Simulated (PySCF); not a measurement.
SiAs⁻: from constants to spectrum

RHF-CCSD(T) constants of SiAs⁻, ¹Σ⁺ (singlet), closed shell (Si def2-TZVPPD, As def2-TZVPPD; no relativity (PySCF 2.14); masses 27.9769 and 74.9216 u):

```
ωe              : 537.4 cm⁻¹
ωexe            : 1.64 cm⁻¹
Be              : 0.18399 cm⁻¹
αe              : 0.000763 cm⁻¹
D (centrifugal) : 8.63e-08 cm⁻¹
```

**Question.** Give the vibrational terms G(v) and spacings up to v = 6.

**Answer.** G(v) = ωe(v+½) − ωexe(v+½)².

```
v  G(v) (cm⁻¹)  G(v) − G(v−1)  Bv (cm⁻¹)
0        268.3                    0.1836
1        802.4          534.1     0.1828
2       1333.2          530.8     0.1821
3       1860.8          527.6     0.1813
4       2385.1          524.3     0.1806
5       2906.1          521.0     0.1798
6       3423.8          517.7     0.1790
```

Correlated steps freeze 14 core orbitals.
